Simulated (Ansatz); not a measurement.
Reactions of C₄H₆O₂, SMILES `CC1(C=O)CO1`.

Gas-phase electronic energies from Ansatz, PBE0-D4/def2-TZVP geometries. CCSD(T)/CBS is the MP2 limit (def2-TZVPP, def2-QZVPP) plus CCSD(T) − MP2 in def2-TZVPP, frozen cores. This one scheme is used for every species. For Ga, Ge outer-core shells are correlated without core-valence functions, which leaves a few kJ/mol of doubt a bond. Scalar relativity is left out up to krypton. Each species was taken in one conformer, which may not be the lowest.

(1) Order these by ΔE at CCSD(T)/CBS, lowest first. (Estimate.)
A. `CC1(C=O)CO1` + H–F → `CC1(F)CO1` + `C=O`
B. `CC1(C=O)CO1` → `CC(=O)/C=C\O`
C. `CC1(C=O)CO1` + `[OH][GeH2][OH]` → `C[O][GeH2][OH]` + `O=CC1CO1`
D. `CC1(C=O)CO1` + `[SH][GaH2]` → `O=C[S][GaH2]` + `CC1CO1`

Largest T1 diagnostic: 0.017, for `CC(=O)/C=C\O`.

Answers

(1) B (-120.8 kJ/mol), D (+11.6 kJ/mol), A (+58.0 kJ/mol), C (+83.0 kJ/mol).
